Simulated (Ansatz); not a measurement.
Consider the redistribution: `CC[Si]Br` + `FB(F)Br` → `CC[Si]F` + `FB(Br)Br`.

Gas-phase electronic energies from Ansatz, PBE0-D4/def2-TZVP geometries. CBS: MP2 limit from def2 TZ/QZ plus the TZ coupled-cluster correction, frozen cores. For Br outer-core shells are correlated without core-valence functions, which leaves a few kJ/mol of doubt a bond. Scalar relativity is left out up to krypton. Each species was taken in one conformer, which may not be the lowest.

| species | SCS-MP2/def2-QZVPP energy (Eh) |
| --- | --- |
| `CC[Si]Br` | -2941.12768 |
| `FB(F)Br` | -2797.46211 |
| `CC[Si]F` | -467.89992 |
| `FB(Br)Br` | -5270.67493 |

Work out ΔE.

ΔE = (-467.89992) + (-5270.67493) − (-2941.12768) − (-2797.46211) = 0.01494 Eh = +39.2 kJ/mol. CCSD(T)/CBS gives +42.0 kJ/mol.

Largest T1 diagnostic among the species: 0.013.

From PBE to PBE0 (25 % exact exchange), in def2-TZVPP and without D4, ΔE moves by +3.8 kJ/mol. Leaving LDA and LC-ωPBE aside and taking each functional with its dispersion term where it has one, the values, not all of them listed here, spread over 10.1 kJ/mol, from ωB97X-V to r2SCAN0-D4. LDA lies +3.8 kJ/mol from PBE without D4. In def2-TZVPP, CCSD(T) changes the Hartree–Fock value by −10.3 kJ/mol (the triples alone add −0.4 kJ/mol) and MP2 by −11.9 kJ/mol.
